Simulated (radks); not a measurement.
Results of a calculation; reference values are marked as such.
Task: Ionisation of neutral titanium, [Ar] 3d2 4s2, to Ti+, [Ar] 3d2 4s1, under several functionals. Dirac Kohn-Sham, spin-unpolarised, spherical densities, finite nucleus; open shells fill j = l - 1/2 first; a radial shooting solver on a logarithmic mesh with Libxc functionals. Known Delta-SCF values: BLYP 7.284 eV; B86b exchange with PBE correlation 7.373 eV; AM05 7.292 eV. What does PBE give, and what is its highest occupied eigenvalue?

Result: 7.344 eV by Delta-SCF; the 3d3/2 eigenvalue is -4.274 eV. NIST: 6.828 eV (measured).

Beside tabulated values, note that spin-unpolarised runs miss the spin-polarisation part of the exchange energy of open shells.
